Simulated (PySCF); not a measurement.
boron atom (B), doublet; HF/6-31G run with PySCF.

Here is a job for PySCF.
```python
from pyscf import gto, scf

mol = gto.M(
    atom='''
B     0.000000    0.000000    0.000000
''',
    basis='6-31g',
    charge=0,
    spin=1,
    verbose=4,
)

mf = scf.UHF(mol)
mf.diis_space = 2
mf.kernel()
```

Question: What does PySCF print? Leave out banner, timings and long lists.

Answer: 
```
PySCF version 2.14.0

[INPUT] verbose = 4
[INPUT] num. atoms = 1
[INPUT] num. electrons = 5
[INPUT] charge = 0
[INPUT] spin (= nelec alpha-beta = 2S) = 1
[INPUT] symmetry False subgroup None
[INPUT] Mole.unit = angstrom
[INPUT] Symbol           X                Y                Z      unit          X                Y                Z       unit  Magmom
[INPUT]  1 B      0.000000000000   0.000000000000   0.000000000000 AA    0.000000000000   0.000000000000   0.000000000000 Bohr   0.0

nuclear repulsion = 0
number of shells = 5
number of NR pGTOs = 22
number of NR cGTOs = 9
basis = 6-31g
ecp = {}

******** <class 'pyscf.scf.uhf.UHF'> ********
method = UHF
initial guess = minao
damping factor = 0
level_shift factor = 0
DIIS = <class 'pyscf.scf.diis.CDIIS'>
diis_start_cycle = 1
diis_space = 2
diis_damp = 0
SCF conv_tol = 1e-09
SCF conv_tol_grad = None
SCF max_cycles = 50
direct_scf = True
direct_scf_tol = 1e-13
number electrons alpha = 3  beta = 2
Set gradient conv threshold to 3.16228e-05
init E= -24.33682551656

cycle= 1 E= -24.5070999026581  delta_E= -0.17  |g|= 0.0832  |ddm|= 0.616
cycle= 2 E= -24.5175703042705  delta_E= -0.0105  |g|= 0.0307  |ddm|= 0.177
cycle= 3 E= -24.5193308270793  delta_E= -0.00176  |g|= 0.00896  |ddm|= 0.0889
cycle= 4 E= -24.5194867616535  delta_E= -0.000156  |g|= 0.00172  |ddm|= 0.0358
cycle= 5 E= -24.5194914437104  delta_E= -4.68e-06  |g|= 0.000491  |ddm|= 0.00684
cycle= 6 E= -24.5194917710467  delta_E= -3.27e-07  |g|= 0.000132  |ddm|= 0.00195
cycle= 7 E= -24.5194917941383  delta_E= -2.31e-08  |g|= 5.01e-05  |ddm|= 0.00038
cycle= 8 E= -24.5194917982567  delta_E= -4.12e-09  |g|= 2.12e-05  |ddm|= 0.000135
cycle= 9 E= -24.5194917990742  delta_E= -8.18e-10  |g|= 7.31e-06  |ddm|= 7.37e-05
Extra cycle  E= -24.5194917991468  delta_E= -7.27e-11  |g|= 3.37e-06  |ddm|= 1.97e-05
converged SCF energy = -24.5194917991468  <S^2> = 0.7504382  2S+1 = 2.0004382
```
